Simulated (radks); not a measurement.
Initial-state core-level shifts of the molybdenum ion Mo3+ when its valence configuration changes from [Kr] 4d3. All-electron calculation, Dirac Kohn-Sham, PBEsol, spin-unpolarised, spherical densities, finite nucleus; open shells fill j = l - 1/2 first; Fermi nuclear charge, rms radius 4.4091 fm. Program: a radial shooting solver on a logarithmic mesh with Libxc functionals. Shifts are changes of the shell-averaged eigenvalues in eV (positive: less bound); the change of the density at the nucleus, which sets a Mossbauer isomer shift, is in e/bohr^3, on a base of 9.071e+04.

valence	2s	3s	3d	4p	density at nucleus
4d2 5s1	-5.425	-5.204	-5.242	-4.205	+27.947
4d2 5p1	-6.440	-6.234	-6.270	-5.173	+4.377
4d1.5 5s0.5 5p1	-9.280	-8.940	-8.998	-7.295	+19.060
4d1 5s2	-11.204	-10.703	-10.785	-8.499	+59.659
4d0.5 5s1.5 5p1	-15.220	-14.563	-14.669	-11.592	+51.486
4d2.5 5s0.5	-2.666	-2.563	-2.581	-2.088	+13.528
4d0.5 5s2 5p0.5	-14.724	-14.062	-14.168	-11.133	+64.337
4d1.5 5s1.5	-8.271	-7.918	-7.977	-6.343	+43.295
4d2.5 5p0.5	-3.177	-3.081	-3.099	-2.580	+2.082
